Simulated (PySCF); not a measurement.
CH$_{3}$F$_{2}$GaS (SMILES C[S][Ga]([F])[F]), singlet, at a GFN2-xTB geometry (such geometries of metal compounds can be far from the true shape).

Input for PySCF:
```python
from pyscf import gto, scf, mcscf
import numpy

mol = gto.Mole()
mol.atom = '''
    Ga    0.192361    0.462732    0.353897
    F     1.223979    1.822785    0.776038
    F    -1.067791    0.125909    1.554781
    S     0.250249   -0.865039   -1.441504
    C    -1.174517   -1.932838   -1.007931
    H    -0.992974   -2.445543   -0.066606
    H    -1.245541   -2.654956   -1.815468
    H    -2.087260   -1.344778   -0.954456
'''
mol.basis = 'sto-3g'
mol.charge = 0
mol.spin = 0
mol.verbose = 4
mol.build()

mf = scf.RHF(mol)
mf.kernel()
mc = mcscf.CASSCF(mf, 2, 2)
mc.fix_spin_(ss=0.0)
mc.kernel()
occ = numpy.linalg.eigvalsh(mc.fcisolver.make_rdm1(mc.ci, mc.ncas, mc.nelecas))[::-1]
ss = mc.fcisolver.spin_square(mc.ci, mc.ncas, mc.nelecas)[0]
print('natural occupations', occ.round(4), ' <S^2>', round(ss, 4))
```

Question: What does this run give for the nuclear repulsion energy, SCF-reference HOMO energy, number of basis functions, SCF-reference dipole moment, natural occupations of the active orbitals, SCF-reference Mulliken (on the basis functions themselves) charges in atom order?

Answer: 
The nuclear repulsion energy comes out as 458.4678 Eh. The SCF-reference HOMO energy comes out as -7.23 eV. The number of basis functions is 45 and the SCF-reference dipole moment is 1.14 D. The natural occupations of the active orbitals is 1.95, 0.05 and the SCF-reference Mulliken (on the basis functions themselves) charges in atom order is Ga1 0.62, F2 -0.29, F3 -0.30, S4 0.02, C5 -0.26, H6 0.07, H7 0.07, H8 0.07.
